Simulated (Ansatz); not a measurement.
Reaction (redistribution): `CO[SiH2][SiH2]O` + `C[O][SnH]([F])[Cl]` → `CO[SiH2][SiH3]` + `C[O][Sn]([OH])([F])[Cl]`

Calculated with Ansatz (gas phase, PBE0-D4/def2-TZVP geometries, no zero-point term in ΔE). CCSD(T)/CBS is the MP2 limit (def2-TZVPP, def2-QZVPP) plus CCSD(T) − MP2 in def2-TZVPP, frozen cores. DFT in def2-TZVPP. Elements past krypton have def2 core potentials. For Sn outer-core shells are correlated without core-valence functions, which leaves a few kJ/mol of doubt a bond. Each species was taken in one conformer, which may not be the lowest.

```json
{"species": "`CO[SiH2][SiH2]O`", "r2SCAN energy (Eh)": "-772.36304"}
{"species": "`C[O][SnH]([F])[Cl]`", "r2SCAN energy (Eh)": "-890.21578"}
{"species": "`CO[SiH2][SiH3]`", "r2SCAN energy (Eh)": "-697.08953"}
{"species": "`C[O][Sn]([OH])([F])[Cl]`", "r2SCAN energy (Eh)": "-965.46673"}
```

(1) Work out ΔE.

Largest T1 diagnostic among the species: 0.014.

## Answers

(1) ΔE = (-697.08953) + (-965.46673) − (-772.36304) − (-890.21578) = 0.02256 Eh = +14.2 kcal/mol. CCSD(T)/CBS gives +13.6 kcal/mol.

From PBE to PBE0 (25 % exact exchange), in def2-TZVPP and without D4, ΔE moves by +1.3 kcal/mol. In def2-TZVPP, CCSD(T) changes the Hartree–Fock value by −2.9 kcal/mol (the triples alone add −0.8 kcal/mol) and MP2 by −2.5 kcal/mol.
